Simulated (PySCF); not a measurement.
A survey of ³³S NMR shifts

[PySCF: shieldings: GIAO PBE0/pcSseg-1; coordinates at the GFN2-xTB level; no solvent model; equivalent nuclei averaged; a single conformation; non-relativistic]

Shieldings were converted by a linear fit to measured shifts: ³³S: δ = 158.28 − 0.937σ (rms 33.3 ppm, 20 shifts vs sulfate, solution or neat liquid). A few per cent of atoms miss by over 2 rms, more outside the fitted compound classes.

Question: Give the ³³S shifts of `Cl[SiH]1SCCS1`, `S=C1CCCC1`.

Answer: 
```json
{"compound": "Cl[SiH]1SCCS1", "environment": "sulfur bonded to C, Si, in a 5-membered ring (×2)", "δ (ppm)": "-375"}
{"compound": "S=C1CCCC1", "environment": "thione sulfur", "δ (ppm)": "547"}
```

Question: Match the shifts 547, -338, -400, -511 ppm to `C1CC1[C@@H]1CS1`, `O=C(CCS)C(F)(F)F`, `CSc1ccon1`, `S=C1CCCC1`.

Answer: 547: S=C1CCCC1 (thione sulfur); -338: CSc1ccon1 (sulfide sulfur); -400: O=C(CCS)C(F)(F)F (thiol sulfur); -511: C1CC1[C@@H]1CS1 (sulfide sulfur).
